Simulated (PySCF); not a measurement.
Al(GeH3)(H)(OMe) (CH7AlGeO), SMILES [O]([AlH][GeH3])C.

Geometry: B3LYP-D3(BJ)/def2-SVP. The structure was generated by enumeration; whether it is a known compound was not checked. The values are those of a single conformer.

Two levels are set side by side: PBE/def2-TZVP (PySCF) and CAM-B3LYP/def2-TZVP (PySCF). Same geometry, gas phase. Differences are taken from unrounded values.

```csv
quantity,CAM-B3LYP
orbital gap (eV),8.26
highest occupied level (eV),-8.68
lowest empty level (eV),-0.42
dipole moment (D),0.75
mean polarisability (bohr³),77.2
```

Q: What does PBE give, and how far is it from CAM-B3LYP? (An estimate is asked for; the answer gives what the named calculation found.)

A: 
| quantity | PBE | PBE minus CAM-B3LYP |
|---|---|---|
| orbital gap (eV) | 4.10 | -4.16 |
| highest occupied level (eV) | -6.23 | 2.46 |
| lowest empty level (eV) | -2.13 | -1.70 |
| dipole moment (D) | 0.78 | 0.04 |
| mean polarisability (bohr³) | 82.2 | 5.1 |

Without exact exchange PBE keeps part of each electron's self-repulsion, which lifts occupied levels and narrows the gap. PBE's more diffuse valence density responds more strongly to a field. Differences between two approximate levels are no errors against the true value.

Rough cost on one machine, each run with all the roots and properties that it gave: CAM-B3LYP against PBE within a factor of 2.
